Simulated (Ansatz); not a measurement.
Two isomers of CH8BNOSi: A = `B[SiH2]C(N)O`, B = `B[Si](C)(N)O`.

Calculated with Ansatz (gas phase, PBE0-D4/def2-TZVP geometries, no zero-point term in ΔE). CCSD(T)/CBS is the MP2 limit (def2-TZVPP, def2-QZVPP) plus CCSD(T) − MP2 in def2-TZVPP, frozen cores. DFT in def2-TZVPP. B3LYP here is the variant with VWN-RPA as its local correlation; programs differ in this. One conformer a species, not always the lowest.

Q: Which is lower in electronic energy at CCSD(T)/CBS, and by how much? (Best estimate.)

A: The calculation gave: B, by 80.9 kcal/mol.

Q: Give E(B) − E(A) in kcal/mol with CCSD(T)/def2-TZVPP, B2PLYP, B3LYP, r2SCAN-D4, CCSD/def2-TZVPP, ωB97M-V, B3LYP-D4. (Best estimate.)

A: Computed: CCSD(T)/def2-TZVPP -79.6, B2PLYP -80.5, B3LYP -78.5, r2SCAN-D4 -79.7, CCSD/def2-TZVPP -80.3, ωB97M-V -79.8, B3LYP-D4 -78.9. None reverses the order clearly.

Largest T1 diagnostic: 0.012.

From PBE to PBE0 (25 % exact exchange), in def2-TZVPP and without D4, E(B) − E(A) moves by −2.7 kcal/mol.
